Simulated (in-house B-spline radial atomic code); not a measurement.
Configurations of S²⁺, with energies counted from [Ne] 3s2 3p2. Method: Dirac-Hartree-Fock, average of configuration, Fermi nucleus of rms radius 3.2611 fm. Calculated with a radial B-spline atomic code at the basis-set limit. Energies include first-order Breit, QED and recoil terms.

Occupations are held fixed; configurations that lie above the ionisation limit could autoionise.

```tsv
configuration	E - E(ref) (eV)	highest orbital	its <r> (bohr)
[Ne] 3s1 3p3	11.909	3p3/2	1.778
[Ne] 3s2 3p1 6s1	27.938	6s1/2	11.48
[Ne] 3s2 3p1 7s1	29.637	7s1/2	16.77
[Ne] 3s1 3p2 6d1	40.937	6d5/2	15.14
[Ne] 3s1 3p2 6f1	41.293	6f5/2	15.76
[Ne] 3s1 3p2 7f1	42.208	7f5/2	22.21
```

(1) Order these further configurations by energy, lowest first.
A. [Ne] 3s2 3p1 4s1
B. [Ne] 3s2 3p1 6g1
C. [Ne] 3s1 3p2 5g1
D. [Ne] 3s2 3p1 5g1
E. [Ne] 3s1 3p2 5f1

(2) How far above the reference does [Ne] 3s1 3p2 6g1 lie?

Answers

(1) A (17.087 eV), D (28.398 eV), B (29.895 eV), E (39.777 eV), C (39.833 eV).

(2) 41.33 eV; its least bound orbital is 6g9/2 with <r> = 14.65 bohr.
